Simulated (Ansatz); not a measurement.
`[NH2][Y]([OH])[F]` + H–F → `[NH2][Y]([F])[F]` + H₂O at 298.15 K and 1 bar (ligand exchange at a Y–O bond).

Gas-phase electronic energies from Ansatz, PBE0-D4/def2-TZVP geometries. CBS: MP2 limit from def2 TZ/QZ plus the TZ coupled-cluster correction, frozen cores. This one scheme is used for every species. def2 core potentials past Kr. For Y outer-core shells are correlated without core-valence functions, which leaves a few kJ/mol of doubt a bond. One conformer a species, not always the lowest.

```json
{"species": "`[NH2][Y]([OH])[F]`", "CCSD(T)/CBS energy (Eh)": "-269.91757", "H − E (kJ/mol)": "121.6", "S (J/(mol·K))": "352.2"}
{"species": "H–F", "CCSD(T)/CBS energy (Eh)": "-100.39570", "H − E (kJ/mol)": "33.5", "S (J/(mol·K))": "173.6"}
{"species": "`[NH2][Y]([F])[F]`", "CCSD(T)/CBS energy (Eh)": "-293.95464", "H − E (kJ/mol)": "91.5", "S (J/(mol·K))": "337.1"}
{"species": "H₂O", "CCSD(T)/CBS energy (Eh)": "-76.37941", "H − E (kJ/mol)": "66.4", "S (J/(mol·K))": "188.7"}
```

H − E and S are ideal-gas, rigid-rotor, harmonic terms from PBE0-D4/def2-TZVP, for one conformer and one mirror image of each species. 1 Eh = 2625.50 kJ/mol, R = 8.31446 J/(mol·K).

Question: By hand: ΔE, ΔH, ΔS and ΔG.

Answer: ΔE = (-293.95464) + (-76.37941) − (-269.91757) − (-100.39570) = -0.02078 Eh = -54.6 kJ/mol. Δ(H − E) = 91.5 + 66.4 − 121.6 − 33.5 = 2.8, so ΔH = -51.8 kJ/mol. ΔS = 337.1 + 188.7 − 352.2 − 173.6 = 0.0 J/(mol·K). ΔG = -51.8 − 298.15 × (0.0)/1000 = -51.8 kJ/mol.

Question: By hand: the equilibrium constant, and the temperature at which ΔG would vanish if ΔH and ΔS stayed fixed.

Answer: log₁₀ K = −ΔG/(RT ln 10) = 9.1. With ΔH or ΔS at zero there is no such temperature.

The number of gas molecules stays the same, so ΔS is small and ΔH decides. A doubt of 5 kJ/mol in ΔE shifts log₁₀ K by 0.9 here. Other conformers and mirror images would add mixing entropy, several J/(mol·K) or more a flexible species. Modes under 60 cm⁻¹, often nearly free rotors, make the harmonic entropy too high. These are equilibria of isolated gas molecules and say nothing of rates. Largest T1 diagnostic: 0.014 (customary marks: 0.02 for closed shells, 0.045 for open ones).

ΔS is within the doubt of such terms, so its sign, and with it that verdict, could turn.
